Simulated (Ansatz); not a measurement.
Geometry optimisation of CH9AlOSi2 (`[AlH2][O]C[SiH2][SiH3]`).

```yaml
crystal:
  periodic: [false, false, false]
  atoms:
    - {symbol: Al, position_ang: [-2.694851, 1.672515, 0.949728]}
    - {symbol: O, position_ang: [-1.058738, 1.201059, 1.204511]}
    - {symbol: C, position_ang: [0.065822, 0.930895, 0.400159]}
    - {symbol: Si, position_ang: [0.249605, -0.961397, 0.127266]}
    - {symbol: Si, position_ang: [2.140501, -1.483106, -1.178472]}
    - {symbol: H, position_ang: [-3.576760, 1.735691, 2.270486]}
    - {symbol: H, position_ang: [-3.183953, 2.018750, -0.532371]}
    - {symbol: H, position_ang: [0.018319, 1.431523, -0.598318]}
    - {symbol: H, position_ang: [0.987262, 1.313779, 0.897223]}
    - {symbol: H, position_ang: [-1.001228, -1.451101, -0.562520]}
    - {symbol: H, position_ang: [0.340449, -1.653178, 1.461990]}
    - {symbol: H, position_ang: [2.241020, -2.967647, -1.410575]}
    - {symbol: H, position_ang: [3.396131, -1.022791, -0.483744]}
    - {symbol: H, position_ang: [2.063619, -0.794293, -2.516664]}
basis:
  gaussian: {orbitals: def2-TZVP}
hamiltonian: {xc: pbe0, dispersion: d4}
relax: {f_tol: 0.005, max_steps: 150}
```

```sh
$ ansatz run in.yaml --threads 4 --pin off --events-out ev --progress --plain --max-ram 10444MiB
```

It prints (some lines left out):

```
Functional definition: PBE0
  name "PBE0"
  cite "Adamo & Barone, J. Chem. Phys. 110, 6158 (1999) doi:10.1063/1.478522"
  cite "Perdew, Burke & Ernzerhof, Phys. Rev. Lett. 77, 3865 (1996) doi:10.1103/PhysRevLett.77.3865"
  parent pbe
  parameter a = 0.25
  parameter kappa = 0.804
  parameter beta = 0.06672455060314922
  exchange = (1 - a)*pbe_x(kappa = kappa, mu = beta*pi^2/3) + a*exact_x
  correlation = pbe_c(beta = beta)
mean field -25571.71089749 eV, -939.7430423545 hartree, gradient 2.1e-5 eV, S^2 0.000000; 0 other end points of the search recorded, 0 dependent functions left out
the calculation of the forces begins
relax step   1: F+E_penalty+E_count = -25571.98174511 eV  Δ(F+E_penalty+E_count) = +0.000e0 eV  max|allowed force component| = 6.512e-1 eV/Å  Δτ_max = 0.0000 Å  (27 SCF iters, accepted)
these checks for a lower state are left out or cut short: starts, cluster_reference, orbital_swaps, neighbouring_geometries, increment
mean field -25571.75208027 eV, -939.7445557939 hartree, gradient 1.6e-5 eV, S^2 0.000000; 0 other end points of the search recorded, 0 dependent functions left out
the calculation of the forces begins
relax step   2: F+E_penalty+E_count = -25572.02451081 eV  Δ(F+E_penalty+E_count) = -4.277e-2 eV  max|allowed force component| = 4.349e-1 eV/Å  Δτ_max = 0.0334 Å  (32 SCF iters, accepted)
these checks for a lower state are left out or cut short: starts, cluster_reference, orbital_swaps, neighbouring_geometries, increment
mean field -25571.75857127 eV, -939.7447943336 hartree, gradient 1.6e-5 eV, S^2 0.000000; 0 other end points of the search recorded, 0 dependent functions left out
the calculation of the forces begins
relax step   3: F+E_penalty+E_count = -25572.03178046 eV  Δ(F+E_penalty+E_count) = -7.270e-3 eV  max|allowed force component| = 5.119e-2 eV/Å  Δτ_max = 0.0283 Å  (32 SCF iters, accepted)
these checks for a lower state are left out or cut short: starts, cluster_reference, orbital_swaps, neighbouring_geometries, increment
mean field -25571.75878647 eV, -939.7448022421 hartree, gradient 1.5e-5 eV, S^2 0.000000; 0 other end points of the search recorded, 0 dependent functions left out
the calculation of the forces begins
relax step   4: F+E_penalty+E_count = -25572.03213335 eV  Δ(F+E_penalty+E_count) = -3.529e-4 eV  max|allowed force component| = 2.873e-2 eV/Å  Δτ_max = 0.0107 Å  (32 SCF iters, accepted)
these checks for a lower state are left out or cut short: starts, cluster_reference, orbital_swaps, neighbouring_geometries, increment
mean field -25571.75953269 eV, -939.7448296653 hartree, gradient 1.6e-5 eV, S^2 0.000000; 0 other end points of the search recorded, 0 dependent functions left out
the calculation of the forces begins
relax step   5: F+E_penalty+E_count = -25572.03279704 eV  Δ(F+E_penalty+E_count) = -6.637e-4 eV  max|allowed force component| = 5.501e-2 eV/Å  Δτ_max = 0.0535 Å  (31 SCF iters, accepted)
these checks for a lower state are left out or cut short: starts, cluster_reference, orbital_swaps, neighbouring_geometries, increment
mean field -25571.75986310 eV, -939.7448418075 hartree, gradient 1.6e-5 eV, S^2 0.000000; 0 other end points of the search recorded, 0 dependent functions left out
the calculation of the forces begins
relax step   6: F+E_penalty+E_count = -25572.03307772 eV  Δ(F+E_penalty+E_count) = -2.807e-4 eV  max|allowed force component| = 4.205e-2 eV/Å  Δτ_max = 0.0353 Å  (31 SCF iters, accepted)
these checks for a lower state are left out or cut short: starts, cluster_reference, orbital_swaps, neighbouring_geometries, increment
mean field -25571.76021511 eV, -939.7448547437 hartree, gradient 1.6e-5 eV, S^2 0.000000; 0 other end points of the search recorded, 0 dependent functions left out
[...]
mean field -25571.76155065 eV, -939.7449038238 hartree, gradient 1.6e-5 eV, S^2 0.000000; 0 other end points of the search recorded, 0 dependent functions left out
the calculation of the forces begins
relax step  10: F+E_penalty+E_count = -25572.03410625 eV  Δ(F+E_penalty+E_count) = -1.146e-5 eV  max|allowed force component| = 2.618e-2 eV/Å  Δτ_max = 0.0522 Å  (31 SCF iters, accepted)
these checks for a lower state are left out or cut short: starts, cluster_reference, orbital_swaps, neighbouring_geometries, increment
mean field -25571.76167163 eV, -939.7449082699 hartree, gradient 1.9e-5 eV, S^2 0.000000; 0 other end points of the search recorded, 0 dependent functions left out
the calculation of the forces begins
relax step  11: F+E_penalty+E_count = -25572.03423347 eV  Δ(F+E_penalty+E_count) = -1.272e-4 eV  max|allowed force component| = 2.454e-2 eV/Å  Δτ_max = 0.0051 Å  (24 SCF iters, accepted)
these checks for a lower state are left out or cut short: starts, cluster_reference, orbital_swaps, neighbouring_geometries, increment
mean field -25571.76169385 eV, -939.7449090864 hartree, gradient 1.5e-5 eV, S^2 0.000000; 0 other end points of the search recorded, 0 dependent functions left out
the calculation of the forces begins
relax step  12: F+E_penalty+E_count = -25572.03430128 eV  Δ(F+E_penalty+E_count) = -6.781e-5 eV  max|allowed force component| = 1.388e-2 eV/Å  Δτ_max = 0.0089 Å  (32 SCF iters, accepted)
these checks for a lower state are left out or cut short: starts, cluster_reference, orbital_swaps, neighbouring_geometries, increment
mean field -25571.76172913 eV, -939.7449103830 hartree, gradient 1.9e-5 eV, S^2 0.000000; 0 other end points of the search recorded, 0 dependent functions left out
the calculation of the forces begins
relax step  13: F+E_penalty+E_count = -25572.03432235 eV  Δ(F+E_penalty+E_count) = -2.106e-5 eV  max|allowed force component| = 1.987e-3 eV/Å  Δτ_max = 0.0062 Å  (23 SCF iters, accepted)
these checks for a lower state are left out or cut short: starts, cluster_reference, orbital_swaps, neighbouring_geometries, increment
mean field -25571.76178442 eV, -939.7449124148 hartree, gradient 1.5e-5 eV, S^2 0.000000; 0 other end points of the search recorded, 0 dependent functions left out
the calculation of the forces begins
relax step  14: F+E_penalty+E_count = -25572.03433619 eV  Δ(F+E_penalty+E_count) = -1.384e-5 eV  max|allowed force component| = 6.628e-3 eV/Å  Δτ_max = 0.0120 Å  (32 SCF iters, accepted)
these checks for a lower state are left out or cut short: starts, cluster_reference, orbital_swaps, neighbouring_geometries, increment
mean field -25571.76182193 eV, -939.7449137932 hartree, gradient 1.5e-5 eV, S^2 0.000000; 0 other end points of the search recorded, 0 dependent functions left out
the calculation of the forces begins
relax step  15: F+E_penalty+E_count = -25572.03433583 eV  Δ(F+E_penalty+E_count) = +3.566e-7 eV  max|allowed force component| = 7.438e-3 eV/Å  Δτ_max = 0.0121 Å  (32 SCF iters, rejected (line search))
these checks for a lower state are left out or cut short: starts, cluster_reference, orbital_swaps, neighbouring_geometries, increment
mean field -25571.76182195 eV, -939.7449137939 hartree, gradient 2.2e-5 eV, S^2 0.000000; 0 other end points of the search recorded, 0 dependent functions left out
the calculation of the forces begins
relax step  16: F+E_penalty+E_count = -25572.03434330 eV  Δ(F+E_penalty+E_count) = -7.114e-6 eV  max|allowed force component| = 3.221e-3 eV/Å  Δτ_max = 0.0059 Å  (23 SCF iters, accepted)
these checks for a lower state are left out or cut short: starts, cluster_reference, orbital_swaps, neighbouring_geometries, increment
mean field -25571.76187081 eV, -939.7449155895 hartree, gradient 1.2e-5 eV, S^2 0.000000; 0 other end points of the search recorded, 0 dependent functions left out
the calculation of the forces begins
relax step  17: F+E_penalty+E_count = -25572.03434668 eV  Δ(F+E_penalty+E_count) = -3.375e-6 eV  max|allowed force component| = 1.451e-3 eV/Å  Δτ_max = 0.0078 Å  (24 SCF iters, accepted)
mean field -25571.76187081 eV, -939.7449155895 hartree, gradient 1.4e-5 eV, S^2 0.000000; 1 other end points of the search recorded, 0 dependent functions left out
the calculation of the forces begins
Total energy: -25572.03439379 eV, -939.7549306244 hartree
Atom 0 at    -2.644525     1.717744     0.924147 Å, force     0.000623     0.001048     0.000113 eV/Å
Atom 1 at    -1.100082     1.101343     1.231802 Å, force     0.000207    -0.000395    -0.001451 eV/Å
Atom 2 at     0.024464     0.860971     0.423844 Å, force    -0.000855     0.000556    -0.000448 eV/Å
Atom 3 at     0.266839    -1.003343     0.168748 Å, force     0.000008    -0.000114    -0.000207 eV/Å
Atom 4 at     2.119490    -1.448639    -1.194774 Å, force     0.001410     0.000081    -0.000191 eV/Å
Atom 5 at    -3.633877     1.750414     2.150258 Å, force    -0.000213    -0.000414     0.000060 eV/Å
Atom 6 at    -2.975829     2.216951    -0.542549 Å, force    -0.000107    -0.000465     0.000662 eV/Å
Atom 7 at    -0.057745     1.351883    -0.557301 Å, force     0.000392    -0.000543     0.000524 eV/Å
Atom 8 at     0.916246     1.280454     0.906142 Å, force     0.000174     0.000435     0.000347 eV/Å
Atom 9 at    -0.965100    -1.549975    -0.470783 Å, force     0.000062    -0.000067    -0.000221 eV/Å
Atom 10 at     0.436348    -1.672282     1.487527 Å, force     0.000288    -0.000051    -0.000124 eV/Å
Atom 11 at     2.285866    -2.913642    -1.393941 Å, force    -0.000759    -0.000204     0.000039 eV/Å
Atom 12 at     3.363515    -0.913352    -0.576223 Å, force    -0.000472     0.000253     0.000744 eV/Å
Atom 13 at     1.951590    -0.807827    -2.528195 Å, force    -0.000758    -0.000119     0.000152 eV/Å
Dipole moment:     0.022845     0.134677    -0.102428 e Å
```

Hardware: 4 threads of an Arm Neoverse V2 on a shared host. Wall time 77 s, peak host memory 0.71 GiB.
